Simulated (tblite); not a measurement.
Run record: tight-binding relaxation, `CC1=C[C@]2(N)C[C]2C1` [radical].

Computed with GFN2-xTB geometry optimisation, gas phase (tblite 0.8.0). Start geometry: from a force field or distance geometry. A driver script takes a list of jobs; this job's settings line and coordinates (Å) are shown.

Command:
```bash
OMP_NUM_THREADS=1 python probes_run.py task.json out
```

Input:
```
{"job": {"kind": "relax", "xc": "GFN2-xTB", "basis": "xTB"}, "charge": 0, "multiplicity": 2}
C      2.476700     0.526600     0.062000
C      1.065500     0.116500    -0.258900
C      0.021800     0.839600     0.074800
C     -1.251900     0.221400    -0.353200
N     -2.226300     1.067000    -0.988000
C     -1.670800    -1.144500     0.136700
C     -0.838400    -1.011800    -1.130500
C      0.667700    -1.120200    -0.928900
H      3.010400    -0.308100     0.545000
H      2.949000     0.750500    -0.911900
H      2.498100     1.448700     0.694200
H      0.056000     1.808900     0.591300
H     -3.144800     1.086600    -0.486100
H     -1.847700     2.023100    -1.178700
H     -1.169500    -1.547800     1.039100
H     -2.708100    -1.475500    -0.032200
H      1.210700    -1.282300    -1.879900
H      0.892900    -1.992400    -0.271100
```

Output:
```
step      E/eV     max force
  0    -621.84314    2.102
  1    -622.10297    1.362
  2    -622.17200    0.832
  3    -622.20171    0.420
  4    -622.23133    0.322
  5    -622.24473    0.269
  6    -622.25493    0.214
  7    -622.26457    0.216
  8    -622.27322    0.253
  9    -622.27943    0.182
... (106 lines left out)
116    -622.31885    0.067
117    -622.31904    0.037
118    -622.31919    0.035
119    -622.31928    0.019
120    -622.31935    0.031
121    -622.31943    0.022
122    -622.31948    0.017
123    -622.31951    0.012
124    -622.31954    0.011
125    -622.31955    0.007
```

«max force» is the largest atomic force in eV/Å.

Task: From which step on does the largest force stay under 0.1 eV/Å, and how much energy is left to gain from there?

Result: From step 17 (0.080 eV/Å), 19.2 meV above the end.

In short: energy lowered by 11.0 kcal/mol over 125 steps; largest atomic force 0.007 eV/Å at the end.

Task: Give the final coordinates.

Result: 0.207 Å rms from the input after alignment:
```
atom  x, y, z in Å
C1     2.4676    0.4737    0.1109
C2     1.0529    0.1534   -0.2236
C3    -0.0368    0.8738    0.0506
C4    -1.2713    0.2302   -0.4649
N5    -2.3883    1.0000   -0.9066
C6    -1.6060   -1.1652    0.1053
C7    -0.7843   -1.0339   -1.1013
C8     0.7050   -1.1116   -0.9784
H9     2.8974   -0.3066    0.7390
H10    3.0658    0.5327   -0.7984
H11    2.5345    1.4231    0.6370
H12   -0.0509    1.8366    0.5358
H13   -2.9246    1.3612   -0.1245
H14   -2.0804    1.7800   -1.4773
H15   -1.1670   -1.5050    1.0381
H16   -2.6497   -1.4148   -0.0166
H17    1.1999   -1.1112   -1.9547
H18    1.0274   -2.0103   -0.4468
```

The run took 0.78 s wall on one thread, Arm Neoverse V1 (aarch64), on a shared host.
Labels such as C1 count atoms from 1, the log's own numbers from 0.
